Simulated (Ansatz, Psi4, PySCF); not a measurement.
H$_{2}$O, charge +1, doublet, at a GFN2-xTB geometry (a state made from the parent by changing its charge; the spin is typed, not shown lowest). Base run: R2SCAN/aug-cc-pVDZ in PySCF.

PySCF was given this input:
```python
from pyscf import gto, scf, dft

mol = gto.M(
    atom='''
O     0.008380    0.001641    0.099256
H    -0.053207    0.866383   -0.409792
H    -0.013837   -0.879508   -0.384257
''',
    basis='aug-cc-pvdz',
    charge=1,
    spin=1,
    verbose=4,
)

mf = dft.UKS(mol)
mf.xc = 'r2scan'
mf.kernel()
```

The same geometry, method and basis name were run in Ansatz (a program for electronic structure) and Psi4 and PySCF, at each program's defaults and at the settings that a row names. The base is PySCF at its defaults. Differences at the defaults can come from grids, fitting, cores and function types together.

```csv
code and settings,ΔE vs base (µEh),basis functions,E (Eh),SCF cycles
"PySCF, defaults (exact integrals, its default grid, spherical functions)",0.0,41,-75.94068,8
"Psi4, defaults (density fitting with its default set, its default grid, spherical functions)",-28.2,41,-75.94071,7
"Ansatz, defaults (factorised integrals, its default grid, spherical functions)",-14.7,41,-75.94070,-
"PySCF, density fitting with def2-universal-jkfit",-45.2,41,-75.94073,8
"PySCF, fine grid",-10.9,41,-75.94070,8
"Psi4, exact integrals, spherical functions, fine grid",-13.2,41,-75.94070,9
"Ansatz, high accuracy",-12.5,41,-75.94070,-
```

Open shells are given as the SCF converged; they aren't shown to be the lowest states, and a large step between rows can be another state.
